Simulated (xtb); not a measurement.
xtb job for B(Me)(vinyl)(OH) (C3H7BO), SMILES C=CB(C)O, GFN2-xTB. 

```
$ xtb mol.xyz --gfn 2 --sp --chrg 0 --uhf 0 --json
$ cat mol.xyz
12

B     -0.23613217     0.16721717     0.35653367
C     -1.71887177     0.14852361     0.94389849
H     -2.04251392    -0.87061241     1.14902156
H     -2.42445282     0.55162589     0.21903387
H     -1.83061705     0.72103707     1.86432732
C      0.09065404    -0.63547781    -0.95166362
C      1.28380930    -0.65525135    -1.53543675
H     -0.70747779    -1.20903774    -1.41120902
H      1.48908777    -1.21259600    -2.43717929
H      2.10898977    -0.10095363    -1.11882709
O      0.76340415     0.85023362     0.93499252
H      0.54686235     1.33581522     1.73143558
```

Log of the run:

```
[banner left out]
          |                Calculation Setup                |
           -------------------------------------------------



           -------------------------------------------------
          |                 G F N 2 - x T B                 |
           -------------------------------------------------

        Reference                      10.1021/acs.jctc.8b01176
      * Hamiltonian:
        H0-scaling (s, p, d)           1.850000    2.230000    2.230000
        zeta-weighting                 0.500000
      * Dispersion:
        s8                             2.700000
        a1                             0.520000
        a2                             5.000000
        s9                             5.000000
      * Repulsion:
        kExp                           1.500000    1.000000
        rExp                           1.000000
      * Coulomb:
        alpha                          2.000000
        third order                    shell-resolved
        anisotropic                    true
        a3                             3.000000
        a5                             4.000000
        cn-shift                       1.200000
        cn-exp                         4.000000
        max-rad                        5.000000


          ...................................................
          :                      SETUP                      :
          :.................................................:
          :  # basis functions                  27          :
          :  # atomic orbitals                  27          :
          :  # shells                           17          :
          :  # electrons                        28          :
          :  max. iterations                   250          :
          :  Hamiltonian                  GFN2-xTB          :
          :  restarted?                      false          :
          :  GBSA solvation                  false          :
          :  PC potential                    false          :
          :  electronic temp.          300.0000000     K    :
          :  accuracy                    1.0000000          :
          :  -> integral cutoff          0.2500000E+02      :
          :  -> integral neglect         0.1000000E-07      :
          :  -> SCF convergence          0.1000000E-05 Eh   :
          :  -> wf. convergence          0.1000000E-03 e    :
          :  Broyden damping             0.4000000          :
          :  net charge                          0          :
          :  unpaired electrons                  0          :
          ...................................................

 iter      E             dE          RMSdq      gap      omega  full diag
   1    -15.3169734 -0.153170E+02  0.630E+00    4.43       0.0  T
   2    -15.4634040 -0.146431E+00  0.440E+00    3.99       1.0  T
   3    -15.4768339 -0.134299E-01  0.220E+00    4.19       1.0  T
   4    -15.4871427 -0.103087E-01  0.771E-01    4.17       1.0  T
   5    -15.4953635 -0.822082E-02  0.305E-01    4.16       1.0  T
   6    -15.4950114  0.352048E-03  0.237E-01    4.22       1.0  T
   7    -15.4958389 -0.827469E-03  0.316E-02    4.19       1.0  T
   8    -15.4958409 -0.202251E-05  0.938E-03    4.19       3.1  T
   9    -15.4958413 -0.371187E-06  0.475E-03    4.19       6.1  T
  10    -15.4958413  0.285287E-07  0.199E-03    4.19      14.5  T
  11    -15.4958413 -0.298307E-07  0.114E-03    4.19      25.3  T
  12    -15.4958413 -0.216342E-07  0.339E-04    4.19      85.2  T
  13    -15.4958413 -0.168667E-08  0.338E-05    4.19     855.0  T

   *** convergence criteria satisfied after 13 iterations ***

         #    Occupation            Energy/Eh            Energy/eV
      -------------------------------------------------------------
         1        2.0000           -0.6798054             -18.4984
       ...           ...                  ...                  ...
         8        2.0000           -0.4818644             -13.1122
         9        2.0000           -0.4688708             -12.7586
        10        2.0000           -0.4529510             -12.3254
        11        2.0000           -0.4458638             -12.1326
        12        2.0000           -0.4163822             -11.3303
        13        2.0000           -0.4021635             -10.9434
        14        2.0000           -0.3892434             -10.5919 (HOMO)
        15                         -0.2352436              -6.4013 (LUMO)
        16                         -0.1199625              -3.2643
        17                          0.0946818               2.5764
        18                          0.1413794               3.8471
        19                          0.1674950               4.5578
       ...                                ...                  ...
        27                          0.6523069              17.7502
      -------------------------------------------------------------
                  HL-Gap            0.1539998 Eh            4.1905 eV
             Fermi-level           -0.3122435 Eh           -8.4966 eV

 SCC (total)                   0 d,  0 h,  0 min,  0.012 sec
 SCC setup                      ...        0 min,  0.000 sec (  1.340%)
 Dispersion                     ...        0 min,  0.000 sec (  0.882%)
 classical contributions        ...        0 min,  0.000 sec (  0.687%)
 integral evaluation            ...        0 min,  0.002 sec ( 13.179%)
 iterations                     ...        0 min,  0.006 sec ( 51.704%)
 molecular gradient             ...        0 min,  0.004 sec ( 30.283%)
 printout                       ...        0 min,  0.000 sec (  1.674%)

         :::::::::::::::::::::::::::::::::::::::::::::::::::::
         ::                     SUMMARY                     ::
         :::::::::::::::::::::::::::::::::::::::::::::::::::::
         :: total energy             -15.284772351348 Eh    ::
         :: gradient norm              0.000566648252 Eh/a0 ::
         :: HOMO-LUMO gap              4.190548569860 eV    ::
         ::.................................................::
         :: SCC energy               -15.495835388394 Eh    ::
         :: -> isotropic ES            0.046628908734 Eh    ::
         :: -> anisotropic ES          0.005875962372 Eh    ::
         :: -> anisotropic XC          0.007090405258 Eh    ::
         :: -> dispersion             -0.005395929201 Eh    ::
         :: repulsion energy           0.211063037046 Eh    ::
         :: add. restraining           0.000000000000 Eh    ::
         :: total charge               0.000000000000 e     ::
         :::::::::::::::::::::::::::::::::::::::::::::::::::::

           -------------------------------------------------
          |                Property Printout                |
           -------------------------------------------------

    * Orbital Energies and Occupations

         #    Occupation            Energy/Eh            Energy/eV
      -------------------------------------------------------------
         1        2.0000           -0.6798054             -18.4984
         2        2.0000           -0.5978927             -16.2695
         3        2.0000           -0.5752287             -15.6528
         4        2.0000           -0.5721353             -15.5686
         5        2.0000           -0.5323915             -14.4871
         6        2.0000           -0.5083928             -13.8341
         7        2.0000           -0.4861905             -13.2299
         8        2.0000           -0.4818644             -13.1122
         9        2.0000           -0.4688708             -12.7586
        10        2.0000           -0.4529510             -12.3254
        11        2.0000           -0.4458638             -12.1326
        12        2.0000           -0.4163822             -11.3303
        13        2.0000           -0.4021635             -10.9434
        14        2.0000           -0.3892434             -10.5919 (HOMO)
        15                         -0.2352436              -6.4013 (LUMO)
        16                         -0.1199625              -3.2643
        17                          0.0946818               2.5764
        18                          0.1413794               3.8471
        19                          0.1674950               4.5578
        20                          0.1908314               5.1928
        21                          0.2114583               5.7541
        22                          0.2302183               6.2646
        23                          0.2492483               6.7824
        24                          0.3052093               8.3052
        25                          0.4477816              12.1848
       ...                                ...                  ...
        27                          0.6523069              17.7502
      -------------------------------------------------------------
                  HL-Gap            0.1539998 Eh            4.1905 eV
             Fermi-level           -0.3122435 Eh           -8.4966 eV

     #   Z          covCN         q      C6AA      α(0)
     1   5 B        2.587     0.329    17.215     7.060
     2   6 C        3.671    -0.202    24.779     7.135
     3   1 H        0.925     0.036     2.509     2.477
     4   1 H        0.925     0.036     2.504     2.475
     5   1 H        0.925     0.016     2.788     2.611
     6   6 C        2.806    -0.114    30.866     9.102
     7   6 C        2.834    -0.070    29.729     8.935
     8   1 H        0.925     0.026     2.649     2.545
     9   1 H        0.926     0.033     2.550     2.497
    10   1 H        0.926     0.046     2.373     2.409
    11   8 O        1.594    -0.431    21.488     6.256
    12   1 H        0.806     0.296     0.734     1.346

 Mol. C6AA /au·bohr⁶  :       1234.087910
 Mol. C8AA /au·bohr⁸  :      28514.979340
 Mol. α(0) /au        :         54.848599


Wiberg/Mayer (AO) data.
largest (>0.10) Wiberg bond orders for each atom

 ---------------------------------------------------------------------------
     #   Z sym  total        # sym  WBO       # sym  WBO       # sym  WBO
 ---------------------------------------------------------------------------
     1   5 B    3.376 --    11 O    1.269     6 C    1.005     2 C    0.997
     2   6 C    3.969 --     1 B    0.997     5 H    0.988     3 H    0.972
                             4 H    0.971
     3   1 H    0.999 --     2 C    0.972
     4   1 H    0.999 --     2 C    0.971
     5   1 H    0.999 --     2 C    0.988
     6   6 C    3.972 --     7 C    1.956     1 B    1.005     8 H    0.972
     7   6 C    3.990 --     6 C    1.956     9 H    0.977    10 H    0.977
     8   1 H    0.999 --     6 C    0.972
     9   1 H    0.999 --     7 C    0.977
    10   1 H    0.998 --     7 C    0.977
    11   8 O    2.230 --     1 B    1.269    12 H    0.888
    12   1 H    0.913 --    11 O    0.888
 ---------------------------------------------------------------------------

Topologies differ in total number of bonds
Writing topology from bond orders to xtbtopo.mol

molecular dipole:
                 x           y           z       tot (Debye)
 q only:       -0.113       0.184       0.309
   full:       -0.228       0.264       0.469       1.485
molecular quadrupole (traceless):
                xx          xy          yy          xz          yz          zz
 q only:       -1.962      -0.068       0.354       0.329       1.766       1.608
  q+dip:       -1.767       0.008      -0.722      -0.786       3.744       2.489
   full:       -2.731      -0.413       0.244      -0.155       2.665       2.487


           -------------------------------------------------
          | TOTAL ENERGY              -15.284772351348 Eh   |
          | GRADIENT NORM               0.000566648252 Eh/α |
Note: The following floating-point exceptions are signalling: IEEE_UNDERFLOW_FLAG IEEE_DENORMAL
normal termination of xtb
          | HOMO-LUMO GAP               4.190548569860 eV   |
           -------------------------------------------------

------------------------------------------------------------------------
------------------------------------------------------------------------
 total:
 SCF:
```

The calculation finished and met its thresholds.

Cost: around 0.05 core-seconds (rough).
